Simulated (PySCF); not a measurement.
# C₆ coefficients of unlike pairs at UHF

Calculated with PySCF 2.14 from the dipole response of each species, C₆(A,B) = (3/π) ∫ α_A(iu) α_B(iu) du, in atomic units, from isotropic polarisabilities. For ions this is the dispersion term alone; charge-induced terms of lower order in 1/R come first.

| species | configuration | basis | relativity | α (bohr³) | C₆ (like pair) |
| --- | --- | --- | --- | --- | --- |
| I | [Kr] 4d10 5s2 5p5 (2P) | aug-cc-pVQZ-DK3 (9s8p6d3f2g) | spin-free X2C | 31.87 | 341.9 |
| Pb³⁺ | [Xe] 4f14 5d10 6s1 (2S) | aug-cc-pVQZ-DK3 (10s9p7d4f2g) | spin-free X2C | 9.953 | 50.50 |
| Ir³⁺ | [Xe] 4f14 5d6 (5D) | def2-QZVPPD with the def2 core potential (60 electrons) (7s5p4d4f2g) | core potential | 6.289 | 34.85 |
| Ar | [Ar] (1S) | dyall-acv3z (19s12p6d4f) | spin-free X2C | 10.49 | 60.92 |

Problem. Estimate C₆ for Ar with I.

Solution. The integral gives 140.9. The combination rule 2 C_A C_B / (C_A α_B/α_A + C_B α_A/α_B) gives 139.9 and the geometric mean 144.3.

No spin-orbit coupling is included.

The other pairs:

```json
{"pair": "Ar, Ir³⁺", "C₆": "44.65"}
{"pair": "Ir³⁺, Pb³⁺", "C₆": "41.28"}
{"pair": "Pb³⁺, I", "C₆": "126.7"}
{"pair": "Ir³⁺, I", "C₆": "98.86"}
{"pair": "Ar, Pb³⁺", "C₆": "54.94"}
```
